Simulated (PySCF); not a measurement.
# Exercise with solution: chemical shift, span and skew from a shielding tensor

Si(OH)2 (H2O2Si), SMILES O[Si]O (connectivity only; charge and spin as stated), neutral, multiplicity 1. Atoms are numbered in the order given.

```xyz
5

Si     0.6216     0.0059     0.0000
O     -0.3754     1.3183     0.0000
H     -1.3302     1.1697     0.0000
O     -0.5219    -1.2105     0.0000
H     -0.1934    -2.1152     0.0000
```

The structure is a stationary point at B3LYP-D3(BJ)/def2-TZVP. Other conformers were not sampled.

GIAO shieldings from PBE0/pcSseg-2 (PySCF), non-relativistic, no solvent. The symmetric part of the tensor of Si1 has the principal values 44.8, 297.4, 433.9 ppm. The same nucleus in TMS has σ = 341.9 ppm at this level (PySCF, at its B3LYP-D3(BJ)/def2-TZVP geometry).

Problem. Work out the isotropic shielding, the ²⁹Si shift against TMS, the span and the skew.

Solution. 
σ(iso) = (σ11 + σ22 + σ33)/3 = 258.7 ppm. δ = σ(ref) − σ(iso) = 341.9 − (258.7) = 83.2 ppm.
Span Ω = σ33 − σ11 = 389.1 ppm. Skew κ = 3(σ(iso) − σ22)/Ω = -0.30. Tumbling in solution averages the tensor to δ; in a static solid the shielding alone would spread this spin-1/2 line over Ω.
